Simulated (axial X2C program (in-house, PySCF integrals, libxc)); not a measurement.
## What spin–orbit coupling does to NaPt⁺

Calculated with an in-house relativistic program for diatomic molecules. Spin-free means the one-electron spin-free X2C Hamiltonian; two-component (2c) means X2C with spin–orbit coupling and atomic mean-field two-electron Coulomb and Gaunt terms, so the difference of the two also holds small scalar two-electron terms. Basis: Pt dyall-cv3z [13s14p9d6f4g], Na dyall-cv3z [9s8p5d2f] (cores contracted in-house); Gaussian nuclei, density fitting, unrestricted open shells. Masses: Pt 194.965 u, Na 22.990 u.

Spin-free state: M_S = 1, Λ = 2 (beyond evenly filled blocks: σα, δ+α, δ+β, δ-α); fragments Pt + Na+.

```tsv
level	Re (Å)	ωe (cm⁻¹)	De (eV)	μ (D)
PBE0	2.916	147.9	0.501	9.30
HF	3.032	127.2	0.522	9.54
MP2	2.952	140.6	0.455	n/a
CCSD	2.976	138.3	0.514	n/a
CCSD(T)	2.976	139.2	0.514	n/a
BLYP	2.938	147.7	0.495	9.32
```

Correlated methods: 10 electrons correlated (number of frozen shells: Pt 5 s, 4 p, 2 d, 1 f; Na 2 s, 1 p), 312 virtual spin orbitals or spinors in MP2, 90 natural virtuals in coupled cluster.

Dipoles are positive if Na is the positive end and refer to the centre of mass.

Two-component determinant lowest at the distance of the search:

Ω = 3 (⟨Sz⟩ = 0.99, ⟨Lz⟩ = 2.01 at HF); fragments Pt + Na+.

```
  level  Re (Å)  ωe (cm⁻¹)  De (eV)  μ (D)
   PBE0   2.916      150.9    0.677   9.24
     HF   3.024      129.8    0.603   9.49
    MP2   2.946      145.1    0.520    n/a
   CCSD   2.970      142.5    0.586    n/a
CCSD(T)   2.970      143.4    0.586    n/a
   BLYP   2.944      149.4    0.649   9.28
```

Q: From the two tables, how do the constants change at the CCSD(T) level (2c against spin-free)?

A: At the CCSD(T) level Re falls by 0.006 Å and ωe goes up by 4.2 cm⁻¹; De changes by 0.072 eV.

Occupations by symmetry block were frozen at the best pattern of an incomplete PBE0 search. Dissociation energies refer to the lowest single-determinant-based atoms at the same level and basis. Density functionals use the spin component along the axis (collinear). CCSD and (T) use frozen natural virtuals with an MP2 correction for the truncation; (T) itself is uncorrected, so its De runs slightly low. Other states lie close and PBE0, whose exact exchange favours high spin, may order them wrongly; the determinant shown need not be the ground state. The nearest other spin-free determinant of the search, M_S = 1, Λ = 1, lies 0.13 eV up at the distance of the search. The functionals have no current-density term, which raises determinants with orbital currents, atoms included. The atomic limit has a lower orbital projection than the molecule and lies lower at mean-field level, so De may be about a tenth of an eV too small. With several unpaired electrons one determinant need not be a pure state. At some level and bond length an empty orbital lies below a filled one. With the outer-core shells frozen, correlated bond lengths of heavy atoms tend to come out a few hundredths of an ångström too long.
